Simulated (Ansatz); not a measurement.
A nudged elastic band was laid between two geometries of Cl2FHSi (5 atoms, charge 0, multiplicity 1).

Computed with Ansatz, RKS PBE/def2-SVP.

* movable images: 3
* climbing image: yes
* spring: 5.0 eV/Å²
* optimiser: quadratic models (default)
* start path: through a guess of the saddle point
* force threshold: 0.05 eV/Å
* iteration limit: 60
* end points: relaxed

Image 0:

```xyz
5
Properties=species:S:1:pos:R:3
Si 0.187 -0.029 0.255
H -0.082 0.000 1.718
Cl 2.208 -0.035 -0.105
F -0.446 1.300 -0.433
Cl -0.693 -1.675 -0.603
```

Image 4:

```xyz
5
Properties=species:S:1:pos:R:3
Si -0.954 0.018 0.051
H 1.616 0.075 2.126
Cl 2.011 -0.064 0.896
F -0.667 1.221 -1.040
Cl -0.831 -1.690 -1.202
```

Problem. Which bonds break or form, and what moves?

Solution. Bonds broken: Si1–H2, Si1–Cl3. Bonds formed: H2–Cl3. Cl2FHSi becomes ClFSi + ClH.

Problem. Give the energies along the band, and the barrier.

Solution. It converged. The highest image is number 2 of 0 to 4, 2.62 eV above the first end and 0.46 eV above the last; the last end lies 2.16 eV above the first. Neighbouring images differ by up to 1.7 eV, so the band resolves the path poorly. Another band between the same ends (5 images) ends at a top of the same energy, where a vibrational analysis finds 1 clearly imaginary mode. So few images can step over the top or miss a turn of the path. The orbitals stay closed-shell, which can raise the energy where a bond breaks towards radicals; this wasn't checked here.

| image | path coordinate (Å) | energy (eV) | Si1–H2 (Å) | Si1–Cl3 (Å) | H2–Cl3 (Å) |
| --- | --- | --- | --- | --- | --- |
| 0 | 0.00 | 0.00 | 1.49 | 2.05 | 2.93 |
| 1 | 0.68 | 0.96 | 1.47 | 2.14 | 2.23 |
| 2 | 1.37 | 2.62 | 1.64 | 2.54 | 1.62 |
| 3 | 2.10 | 2.24 | 2.45 | 3.06 | 1.31 |
| 4 | 2.82 | 2.16 | 3.30 | 3.08 | 1.30 |

Problem. What is the geometry of the highest image?

Solution. 
```xyz
5
Properties=species:S:1:pos:R:3
Si -0.385 -0.008 0.342
H 0.838 0.033 1.429
Cl 2.153 -0.057 0.486
F -0.598 1.279 -0.639
Cl -0.833 -1.686 -0.787
```

Run time: 71 s on 1 thread of Arm Neoverse V1, with other jobs on the host, peak memory 0.12 GiB.
